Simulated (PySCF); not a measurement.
**Orbital levels and atomic charges**

System: Cu8Cl8 (coinage ring).

Cartesian coordinates (Å):
```
  1 Cl    5.052    0.002    0.768
  2 Cl    3.570    3.568   -0.766
  3 Cl   -0.002    5.043    0.768
  4 Cl   -3.568    3.565   -0.770
  5 Cl   -5.044    0.000    0.775
  6 Cl   -3.572   -3.566   -0.769
  7 Cl   -0.001   -5.048    0.765
  8 Cl    3.571   -3.567   -0.766
  9 Cu    4.302    1.783    0.007
 10 Cu    1.780    4.301   -0.004
 11 Cu   -1.783    4.301   -0.001
 12 Cu   -4.304    1.782    0.003
 13 Cu   -4.307   -1.777   -0.008
 14 Cu   -1.788   -4.303    0.006
 15 Cu    1.785   -4.306   -0.001
 16 Cu    4.309   -1.778   -0.007
```

Method: PBE0/def2-SVP, gas phase, PySCF, fitting set def2-universal-JFIT up to Ne and JKFIT beyond, grid level 1.

(1) Give the orbital energies near the gap.

(2) Give the partial charges of the non-hydrogen atoms.

Results:

(1) 
```tsv
orbital	eV
HOMO-4	-7.24
HOMO-3	-7.21
HOMO-2	-7.11
HOMO-1	-7.10
HOMO	-7.10
LUMO	-1.06
LUMO+1	-0.68
LUMO+2	-0.67
LUMO+3	0.17
```

(2) 
```
atom  Mulliken    IAO  Hirshfeld
 Cl1     -0.27  -0.56      -0.24
 Cl2     -0.27  -0.56      -0.24
 Cl3     -0.27  -0.56      -0.24
 Cl4     -0.27  -0.56      -0.24
 Cl5     -0.27  -0.56      -0.24
 Cl6     -0.27  -0.56      -0.24
 Cl7     -0.27  -0.56      -0.25
 Cl8     -0.27  -0.56      -0.25
 Cu9      0.27   0.56       0.24
Cu10      0.27   0.56       0.24
Cu11      0.27   0.56       0.24
Cu12      0.27   0.56       0.24
Cu13      0.27   0.56       0.24
Cu14      0.27   0.56       0.25
Cu15      0.27   0.56       0.25
Cu16      0.27   0.56       0.24
```
